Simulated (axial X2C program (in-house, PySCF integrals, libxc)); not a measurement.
**Density and ELF of RuF**

Computed with an axial X2C code built on PySCF integrals. Two-component (2c) means X2C with spin–orbit coupling and atomic mean-field two-electron Coulomb and Gaunt terms. Basis: Ru dyall-cv3z [12s12p8d5f3g], F dyall-av3z [7s6p3d2f] (cores contracted in-house); Gaussian nuclei, density fitting, unrestricted open shells. Masses: Ru 101.904 u, F 18.998 u.

PBE0, 2c, state Ω = 9/2 (⟨Sz⟩ = 1.52, ⟨Lz⟩ = 2.98 at PBE0); Ru at z = 0, F at z = 1.907 Å.

The maps cover the half plane through the axis: z from -2.4 to 4.2 Å along the bond, ρ from 0.15 to 2.25 Å away from it.

log10 of the density in e/bohr³:

```
 ρ\z  -2.4  -1.8  -1.2  -0.6   0.0   0.6   1.2   1.8   2.4   3.0   3.6   4.2
0.15  -4.1  -3.1  -1.8  -0.2   1.7  -0.2  -0.7   0.4  -0.3  -1.8  -3.0  -4.2
0.45  -4.0  -3.0  -1.8  -0.4   0.2  -0.5  -1.0  -0.2  -0.7  -1.9  -3.1  -4.2
0.75  -3.9  -2.9  -1.9  -0.9  -0.5  -0.9  -1.4  -0.9  -1.3  -2.2  -3.3  -4.3
1.05  -3.9  -3.0  -2.1  -1.4  -1.1  -1.5  -1.8  -1.6  -1.9  -2.6  -3.6  -4.5
1.35  -3.9  -3.1  -2.4  -1.9  -1.7  -1.9  -2.2  -2.2  -2.4  -3.0  -3.8  -4.7
1.65  -4.1  -3.3  -2.7  -2.3  -2.2  -2.4  -2.7  -2.7  -3.0  -3.5  -4.2  -5.0
1.95  -4.2  -3.6  -3.0  -2.7  -2.6  -2.8  -3.1  -3.2  -3.5  -3.9  -4.5  -5.3
2.25  -4.5  -3.9  -3.4  -3.1  -3.0  -3.2  -3.5  -3.7  -3.9  -4.4  -4.9  -5.7
```

Electron localisation function (collinear form, no current term, damped to 0 at low density):

```
 ρ\z  -2.4  -1.8  -1.2  -0.6   0.0   0.6   1.2   1.8   2.4   3.0   3.6   4.2
0.15  0.00  0.00  0.03  0.70  0.62  0.65  0.62  0.13  0.84  0.42  0.04  0.00
0.45  0.00  0.00  0.06  0.68  0.48  0.62  0.46  0.85  0.82  0.35  0.03  0.00
0.75  0.00  0.01  0.10  0.49  0.62  0.39  0.24  0.78  0.70  0.25  0.02  0.00
1.05  0.00  0.02  0.14  0.34  0.34  0.23  0.12  0.51  0.45  0.14  0.01  0.00
1.35  0.00  0.03  0.15  0.27  0.24  0.16  0.07  0.21  0.21  0.06  0.00  0.00
1.65  0.00  0.03  0.13  0.22  0.20  0.13  0.04  0.06  0.07  0.02  0.00  0.00
1.95  0.00  0.01  0.09  0.16  0.15  0.10  0.02  0.01  0.01  0.00  0.00  0.00
2.25  0.00  0.01  0.04  0.09  0.09  0.05  0.01  0.00  0.00  0.00  0.00  0.00
```

Axial spin density in 10⁻³ e/bohr³:

```
 ρ\z  -2.4  -1.8  -1.2   -0.6    0.0    0.6   1.2   1.8  2.4  3.0  3.6  4.2
0.15   0.1   0.4   7.5  134.2  308.2  141.3  -1.8  28.0  2.5  0.1  0.0  0.0
0.45   0.1   0.4   5.4   65.3  105.2   61.9  -0.3   9.7  1.9  0.1  0.0  0.0
0.75   0.0   0.3   3.5   29.2   75.4   24.8   0.8   1.3  0.6  0.1  0.0  0.0
1.05   0.0   0.3   2.2   13.5   28.9   11.3   1.1   0.1  0.1  0.0  0.0  0.0
1.35   0.0   0.2   1.4    6.1   10.8    5.2   0.8   0.0  0.0  0.0  0.0  0.0
1.65   0.0   0.1   0.8    2.6    4.1    2.3   0.5   0.1  0.0  0.0  0.0  0.0
1.95   0.0   0.1   0.4    1.1    1.6    1.0   0.3   0.0  0.0  0.0  0.0  0.0
2.25   0.0   0.1   0.2    0.5    0.6    0.4   0.1   0.0  0.0  0.0  0.0  0.0
```

The state is one determinant whose occupation by symmetry is held fixed; it was picked as the lowest of a PBE0 search that is not exhaustive. Density functionals use the spin component along the axis (collinear). PBE0 can misorder states that lie within some tenths of an eV, so this need not be the ground state of the molecule. The nearest other spin-free determinant of the search, M_S = 3/2, Λ = 2, lies 0.02 eV up at the distance of the search. The functionals have no current-density term, which raises determinants with orbital currents, atoms included. With several unpaired electrons one determinant need not be a pure state. A state of lower Ω lies just above, and one determinant can place such states too high, so the state shown need not be the lowest. The search has Ω = 7/2 only 0.09 eV up.
